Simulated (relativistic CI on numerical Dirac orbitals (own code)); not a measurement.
## What each ingredient does to the levels of Hf IV

Base calculation: Dirac-Coulomb-Breit CI, orbitals from a KLI potential per configuration, model QED, valence Slater integrals scaled by 0.85, P86 correlation energy added to each configuration.

Configurations in the expansion (outside the closed core [Kr] 4d10 5s2): 4f14 5p6 5d, 4f14 5p6 6s, 4f14 5p6 6p, 4f14 5p6 5f, 4f14 5p6 5g, 4f14 5p6 6d, 4f13 5p6 5d2, 4f14 5p6 7s, 4f14 5p6 7p, 4f13 5p6 5d 6s, 4f14 5p5 5d2, 4f14 5p6 8s, 4f14 5p6 7d, 4f14 5p6 6f, 4f14 5p6 8p, 4f13 5p6 5d 6p, 4f14 5p5 5d 5f, 4f13 5p6 5d 6d, 4f13 5p6 5d 7s. Double excitations out of closed p, d and f shells are left out; levels of such configurations are missing from the list, as are those of other unlisted configurations, and high levels can miss mixing partners.

Variants: (1) no correlation estimate; (2) Slater integrals left unscaled; (3) one mean potential for all configurations. Shifts of the energy above 4f14 5p6 5d 2D_3/2, in cm⁻¹, for the lowest level and the first level of each name with at least 55 % of one term (blank where a level changes its place among those of its configuration and J or its character, or is not in the variant):

```
                Level      Base     Δ(1)     Δ(2)      Δ(3)
   4f14 5p6 5d 2D_3/2       0.0      0.0      0.0       0.0
   4f14 5p6 5d 2D_5/2    3976.1     +1.8    +16.0    -109.4
   4f14 5p6 6s 2S_1/2   21877.6  -3744.6   -103.7    +610.7
  4f14 5p6 6p 2P°_1/2   68546.5  -4349.3   -175.4   +1199.8
  4f14 5p6 6p 2P°_3/2   77499.6  -4351.7    -50.9   +1217.1
4f13 5p6 5d2 4I°_13/2  129061.6  -3376.0  -1187.4  +42586.5
4f13 5p6 5d2 4I°_15/2  131679.7  -3376.4  -1126.8  +42912.6
4f13 5p6 5d2 4H°_13/2  133572.2  -3376.2   -898.8  +43035.5
4f13 5p6 5d2 4G°_11/2  133806.3  -3396.6   -694.2  +42839.0
 4f13 5p6 5d2 2P°_1/2  135547.2  -3380.2   -966.4  +43088.2
 4f13 5p6 5d2 2G°_9/2  136530.0  -3454.5   -317.7  +43066.1
4f13 5p6 5d2 2H°_11/2  138186.3  -3538.0   -195.4  +43332.3
4f13 5p6 5d2 2K°_15/2  139083.2  -3374.2   +271.4  +42932.2
   4f14 5p6 6d 2D_3/2  139513.0  -4431.4   +179.6   +1438.6
 4f13 5p6 5d2 4H°_7/2  139804.0  -3380.9   -544.3  +43315.2
   4f14 5p6 7s 2S_1/2  140017.1  -5103.7   +262.7   +1630.0
   4f14 5p6 6d 2D_5/2  140773.3  -4431.6   +179.2   +1426.0
4f13 5p6 5d2 4I°_11/2  142847.7  -3376.2   -979.2  +43960.2
```

Correlation outside the listed configurations is missing or only estimated: errors of thousands of cm⁻¹ between configurations and terms are usual at this charge. Rates and lifetimes follow the computed energies and can be off by large factors. The fine structure of a lone outer electron comes out too small, for d and f at times inverted, and misplaced configurations move strength between like terms.

Ionisation energy from the two ground configurations alone: base 33.26 eV; no correlation estimate 32.22 eV. The NIST ASD value (semi-empirical) is 33.37 eV.

LS names give the leading component of a level, which can be under half, so a name can repeat, a term be missing and a line seem to break the LS rules.
